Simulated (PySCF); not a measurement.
Si(CF3)2(Cl)(F), SMILES FC(F)(F)[Si](F)(Cl)C(F)(F)F, PBE0/def2-SVP optimised geometry.

```
11

F     -1.00    -2.91     1.60
C     -1.40    -1.64     1.58
F     -2.73    -1.62     1.60
F     -0.96    -1.05     2.69
Si    -0.73    -0.75     0.00
F     -1.29     0.75     0.00
Cl     1.29    -0.75     0.00
C     -1.40    -1.63    -1.58
F     -1.05    -2.92    -1.59
F     -0.91    -1.06    -2.69
F     -2.73    -1.56    -1.63
```

Density from PBE0/def2-TZVP in PySCF at that geometry.

Minimum of the electron density along straight lines between bonded atoms, close to the bond critical point (lines longer than 1.1 times the sum of covalent radii, or with two minima, are not listed):

```
bond     length / Å  ρ at the minimum / e bohr⁻³  ∇²ρ there / e bohr⁻⁵  position (fraction from the first atom)
-------  ----------  ---------------------------  --------------------  ---------------------------------------
F1–C2         1.336                        0.286                 -0.38                                     0.66
C2–F3         1.336                        0.286                 -0.38                                     0.34
C2–F4         1.334                        0.287                 -0.38                                     0.34
C2–Si5        1.926                        0.124                  0.13                                     0.62
Si5–F6        1.608                        0.138                  0.96                                     0.42
Si5–Cl7       2.026                        0.107                  0.25                                     0.36
Si5–C8        1.925                        0.124                  0.13                                     0.38
C8–F9         1.336                        0.285                 -0.38                                     0.34
C8–F10        1.334                        0.287                 -0.38                                     0.34
C8–F11        1.336                        0.286                 -0.38                                     0.34
```
